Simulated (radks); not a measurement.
Numerical settings for the holmium ion Ho3+, [Xe] 4f10. All-electron calculation, scalar-relativistic Kohn-Sham, r2SCAN, spin-polarised, spherical densities, finite nucleus; open shells are filled with parallel spins first (spin-orbit coupling, left out, can overturn this in heavy ions); meta-GGA in the generalised Kohn-Sham scheme; Fermi nuclear charge, rms radius 5.2022 fm. Program: a radial shooting solver on a logarithmic mesh with Libxc functionals. The defaults (mesh step 0.008 in ln r, mesh end at 40 bohr or more with all orbitals vanishing there, Anderson mixing 0.5 over 9 steps, residual threshold near 1e-9 with the energy settled to 1e-9 hartree or 1e-11 of itself, here a cap of 54 iterations) give E = -12615.005 hartree and 4f at -32.416 eV in 12 iterations. Run on one thread of a shared host, so times are rough (Arm Neoverse V2): 0.22 s of CPU time, 0.22 s wall, 12 iterations on 2213 mesh points. Changes against that run (0 stands for a change within the tolerance of the run):

setting                    iterations  converged  E (mhartree)  e(4f) (meV)  CPU (s)
mesh step in ln r 0.02             12        yes       +0.0089     +0.00314     0.09
mesh step in ln r 0.005            14        yes             0      -0.0241     0.37
mesh step in ln r 0.12              4         no      diverged            -     0.01
mesh end (bohr) 20                 12        yes             0            0     0.21
mesh end (bohr) 400                12        yes             0            0     0.22
residual threshold 0.1             11        yes             0      -0.0056      0.2
residual threshold 0.001           11        yes             0      -0.0056      0.2
mixing 2.5                         24        yes             0      -0.0213     0.41
linear mixing, mixing 0.2          54         no      +0.00619      -0.0585     0.77
linear mixing, mixing 0.5          22        yes             0      -0.0311     0.34
mixing history 20                  13        yes             0     -0.00762     0.23
iteration cap 2                     2         no     +3.96e+03    -5.54e+04     0.05

No run marked as converged misses the energy by more than 1 mhartree. A mesh that ends early acts as a hard wall.
